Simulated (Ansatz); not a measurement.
Isolated molecules relaxed with PBE0-D4/def2-TZVP in Ansatz; ΔE leaves out vibrations. CCSD(T)/CBS is the MP2 limit (def2-TZVPP, def2-QZVPP) plus CCSD(T) − MP2 in def2-TZVPP, frozen cores. DFT in def2-TZVPP. B3LYP here is the variant with VWN-RPA as its local correlation; programs differ in this. For Ge outer-core shells are correlated without core-valence functions, which leaves a few kJ/mol of doubt a bond. Scalar relativity is left out up to krypton. Each species was taken in one conformer, which may not be the lowest.

Reaction (redistribution): `CO[SiH2]S[SiH2]O` + `[F][Ge][Cl]` → `O[SiH2]S[SiH2]Cl` + `C[O][Ge][F]`

```
             level  ΔE (kcal/mol)  difference from CCSD(T)/CBS
            PBE-D4            7.1                          0.1
         r2SCAN-D4            7.4                          0.4
          B3LYP-D4            8.3                          1.3
           ωB97M-V            7.7                          0.7
               PBE            6.7                         -0.3
            r2SCAN            7.2                          0.2
              PBE0            7.2                          0.2
             B3LYP            7.6                          0.6
     HF/def2-TZVPP            8.2                          1.2
    MP2/def2-TZVPP            6.5                         -0.5
     HF/def2-QZVPP            8.3                          1.3
    MP2/def2-QZVPP            6.4                         -0.6
SCS-MP2/def2-QZVPP            6.5                         -0.5
      HF/CBS(def2)            8.4                          1.4
     MP2/CBS(def2)            6.3                         -0.7
    CCSD/CBS(def2)            7.1                          0.1
       CCSD(T)/CBS            7.0                            0
```

Largest T1 diagnostic among the species: 0.015.

In def2-TZVPP, CCSD(T) changes the Hartree–Fock value by −1.0 kcal/mol (the triples alone add −0.1 kcal/mol) and MP2 by −1.7 kcal/mol.
